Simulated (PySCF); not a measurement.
CH6BOP (SMILES CB(O)P), singlet, geometry from GFN2-xTB. Base run: CCSD(T)/def2-SVP (PySCF).

Input for PySCF:
```python
from pyscf import gto, scf, cc

mol = gto.Mole()
mol.atom = '''
    B     0.23219748   -0.31878915    0.27039210
    C     1.63523342   -0.79807055   -0.30089140
    H     2.24791385   -1.30791150    0.44206876
    H     2.21061333    0.03788754   -0.69396155
    H     1.49292562   -1.48927245   -1.13104757
    O    -0.29285895   -0.75105874    1.41859428
    H     0.20504263   -1.37997984    1.94497509
    P    -0.80368579    1.03623497   -0.61196574
    H    -2.03707582    0.45819577   -0.38451633
    H    -0.69364918    0.52839474   -1.89339878
'''
mol.basis = 'def2-svp'
mol.verbose = 4
mol.max_memory = 1800
mol.build()

mf = scf.RHF(mol)
mf.kernel()

mycc = cc.CCSD(mf, frozen=8)
mycc.kernel()
et = mycc.ccsd_t()
print('E(CCSD(T)) = %.10f' % (mycc.e_tot + et))
```

Variants of this job, named by their change:

```json
[
 {"change": "base", "ΔE vs base (kcal/mol)": "0.000", "MP2 correlation (Eh)": "-0.53698", "CC correlation without the perturbative part (Eh)": "-0.58648", "basis functions": "90", "core-seconds (rough)": "20"},
 {"change": "method = ccsd", "ΔE vs base (kcal/mol)": "10.08", "MP2 correlation (Eh)": "-0.53698", "CC correlation without the perturbative part (Eh)": "-0.58648", "basis functions": "90", "core-seconds (rough)": "10"},
 {"change": "method = mp2", "ΔE vs base (kcal/mol)": "[?]", "MP2 correlation (Eh)": "-0.53698", "CC correlation without the perturbative part (Eh)": "-", "basis functions": "90", "core-seconds (rough)": "2"},
 {"change": "method = cisd", "ΔE vs base (kcal/mol)": "62.66", "MP2 correlation (Eh)": "-", "CC correlation without the perturbative part (Eh)": "-", "basis functions": "90", "core-seconds (rough)": "10"}
]
```

Problem. Some entries are withheld; supply them.

Solution. 
- method = mp2, ΔE vs base (kcal/mol): 41.14
